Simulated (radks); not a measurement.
Values are calculated unless marked as measured or tabulated.
Spin polarisation of the 3p4 shell in S. Start: [Ne] 3s2 3p(up 2, down 2); electrons of 3p are moved from spin down to spin up, other shells keep equal spins. Code: a radial shooting solver on a logarithmic mesh with Libxc functionals. Model: scalar-relativistic Kohn-Sham, PBE, spin-polarised, spherical densities, point nucleus.

moment (Bohr magnetons),E - E(0) (eV),e(3p up) (eV),e(3p down) (eV),3s down minus up (eV),2p down minus up (eV)
0,0.000,-7.009,-7.009,0.000,0.000
0.5,-0.053,-7.209,-6.787,0.463,0.086
1,-0.211,-7.389,-6.542,0.928,0.173
1.5,-0.477,-7.549,-6.273,1.398,0.259
2,-0.850,-7.689,-5.977,1.873,0.345

At moment 2 the spin-polarisation energy is -0.850 eV and the 3p exchange splitting 1.712 eV, that is 0.856 eV per Bohr magneton; E = -I m^2/4 would give I = 0.850 eV.
